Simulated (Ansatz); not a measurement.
Cd6Te6H18 was relaxed with PBE-D4 (def2-SVP) in Ansatz in these states: charge -1 doublet, neutral singlet. The geometries follow in no particular order.

In the def2 sets Cd, Te take a core potential; there is no spin–orbit coupling. Single mean-field runs in def2-SVP are fitted with def2-universal-jkfit.

A:

```xyz
30

Te   -0.6545    2.9247   -2.7405
Cd   -2.5945    2.4548   -0.6699
Cd   -1.2908   -2.6699   -1.9588
Te   -2.4448   -0.7607   -0.1492
Te   -1.1150    3.5927    1.5182
Cd   -1.7642   -1.9893    2.3553
Cd    1.9306    1.6736   -2.5870
Te    1.2769   -1.4035   -1.7260
Te    2.8256    2.9086   -0.1487
Cd    1.3979    2.4340    2.3027
Cd    2.2329   -2.6839    0.6606
Te    0.8385   -0.7777    2.2947
H    -1.7452   -0.4671   -3.9023
H    -1.3183    1.8923   -3.8887
H    -4.2954    2.3611   -0.8390
H    -2.0155   -1.0702   -4.2995
H    -1.8838   -4.0099   -2.8101
H    -4.0369   -1.2891   -0.2444
H    -2.0439    2.9445    2.7598
H    -2.5112    0.6829    3.4045
H    -2.8889    0.2290    3.9004
H    -2.5694   -3.0220    3.4309
H     2.8962    1.1188   -3.8871
H     2.1010   -2.3507   -2.8426
H     4.1122    1.8696    0.1513
H     4.2286   -0.4870    0.5638
H     2.0481    2.3292    3.8827
H     3.2142   -4.0285    0.9779
H     4.6881   -1.0910    0.7000
H     1.3816   -1.3152    3.7911
```

B:

```xyz
30

Te    3.139   -2.482   -0.976
Cd    1.198   -3.303    1.005
Cd    1.062    2.201    2.310
Te    0.357   -0.666    2.398
Te   -1.018   -3.913   -0.752
Cd   -1.960    1.168    2.476
Cd    2.556   -0.165   -2.608
Te    1.485    1.938   -0.602
Te    0.183   -1.135   -3.949
Cd   -2.143   -1.785   -2.356
Cd   -1.088    3.182    0.154
Te   -2.410    0.594   -0.389
H     3.796    0.348    1.738
H     4.123   -1.659    0.108
H     1.593   -4.230    2.406
H     4.495    0.415    2.053
H     1.949    3.129    3.450
H     0.556   -0.969    4.040
H    -2.189   -3.834    0.450
H    -3.042   -1.989    2.081
H    -3.584   -2.368    2.477
H    -3.116    1.389    3.725
H     3.767    0.793   -3.378
H     2.408    3.313   -0.891
H    -0.365    0.386   -4.405
H    -1.084    2.547   -3.144
H    -3.754   -1.801   -2.974
H    -1.653    4.770   -0.170
H    -1.255    3.022   -3.726
H    -4.005    1.103   -0.548
```

Judge from the bond lengths which geometry belongs to which state (an estimate).

A is the neutral singlet (Cd7–Te8 3.262 Å, Cd2–Te4 3.261 Å, Cd10–Te12 3.260 Å); B is the charge -1 doublet (Cd7–Te8 3.098 Å, Cd2–Te4 3.098 Å, Cd10–Te12 3.098 Å).

In the singlet, H20 and H21 lie 0.77 Å apart, H26 and H29 lie 0.77 Å apart, H13 and H16 lie 0.77 Å apart (atoms count from 1), so H2 has formed as a molecule. In the charge -1 doublet, H13 and H16 lie 0.77 Å apart, H26 and H29 lie 0.77 Å apart, H20 and H21 lie 0.77 Å apart (atoms count from 1), so H2 has formed as a molecule.
